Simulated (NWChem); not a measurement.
System: C₂H₄BFO₂; SMILES B(O)(C(F)=C)O

Here is an NWChem input.

```
start job
memory heap 200 mb stack 700 mb global 900 mb
geometry units angstroms noautoz
  C     -1.247839    -1.498239     0.000000
  C     -0.129357    -0.776023     0.000000
  F      1.073138    -1.405234     0.000000
  B      0.009090     0.792404     0.000000
  O     -1.108695     1.556280     0.000000
  O      1.243115     1.359740     0.000000
  H     -1.227746    -2.591008     0.000000
  H     -2.208007    -0.980472     0.000000
  H     -0.899315     2.496856     0.000000
  H      1.934215     0.686885     0.000000
end
basis spherical
  * library 6-31g*
end
dft
  xc b3lyp
  iterations 150
  mulliken
end
task dft energy
```

All runs use the structure optimised with PBE0/def2-SVP.

### Question
What results follow from this input? (B3LYP/6-31G* (spherical d).) Quantities: energy (Ha); highest occupied level (eV); orbital gap (eV); dipole (D).

### Answer
```yaml
energy (Ha): -353.83
highest occupied level (eV): -7.03
orbital gap (eV): 6.57
dipole (D): 0.56
```
